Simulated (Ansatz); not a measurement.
Born–Oppenheimer molecular dynamics of H₇N₃Si (11 atoms, charge 0, multiplicity 1). It goes on from the last frame of an earlier run, with new velocities.

Method: RKS BHLYP/STO-3G in Ansatz.

* ensemble: NVT, Nosé–Hoover chain
* time step: 0.5 fs
* steps asked: 166
* set temperature: 500 K
* thermostat: time constant 300 fs, chain length 3
* seed: 790254

First frame:

```xyz
11
Properties=species:S:1:pos:R:3
Si -0.048 -0.013 -0.027
N -0.034 -0.167 1.803
H -0.801 -0.379 2.499
H 0.651 0.334 2.358
H 1.337 -0.222 -0.135
N -0.769 1.245 -0.790
H -1.595 1.417 -0.297
H -0.239 2.137 -0.956
N -1.036 -1.322 -0.510
H -0.791 -2.124 -0.016
H -1.242 -1.554 -1.509
```

**Question.** How far do the bonds stretch over the last three quarters of this one trajectory? (Pairs bonded in most of those frames.)

**Answer.** 
```json
{"bond": "Si1–N2", "mean (Å)": "1.766", "spread (Å)": "0.073", "shortest": "1.65", "longest": "1.89"}
{"bond": "Si1–H5", "mean (Å)": "1.442", "spread (Å)": "0.019", "shortest": "1.41", "longest": "1.48"}
{"bond": "Si1–N6", "mean (Å)": "1.744", "spread (Å)": "0.046", "shortest": "1.68", "longest": "1.85"}
{"bond": "Si1–N9", "mean (Å)": "1.743", "spread (Å)": "0.040", "shortest": "1.66", "longest": "1.79"}
{"bond": "N2–H3", "mean (Å)": "1.039", "spread (Å)": "0.013", "shortest": "1.01", "longest": "1.08"}
{"bond": "N2–H4", "mean (Å)": "1.035", "spread (Å)": "0.030", "shortest": "0.99", "longest": "1.09"}
{"bond": "N6–H7", "mean (Å)": "1.040", "spread (Å)": "0.025", "shortest": "1.00", "longest": "1.10"}
{"bond": "N6–H8", "mean (Å)": "1.037", "spread (Å)": "0.034", "shortest": "0.98", "longest": "1.10"}
{"bond": "N9–H10", "mean (Å)": "1.035", "spread (Å)": "0.031", "shortest": "0.98", "longest": "1.09"}
{"bond": "N9–H11", "mean (Å)": "1.032", "spread (Å)": "0.032", "shortest": "0.97", "longest": "1.08"}
```

Mean temperature of the second half: 824 K. The conserved energy stayed within 0.75 meV per atom of its start (net change -0.45 meV per atom), so the integration is sound. The mean temperature of the second half is 65 % above the set value. A run of 0.083 ps of so small a system gives no equilibrium averages. Limits of this set-up: minimal basis.

Run time: 5.1 min on 1 thread of Arm Neoverse V1, on a shared host, peak memory 0.077 GiB.
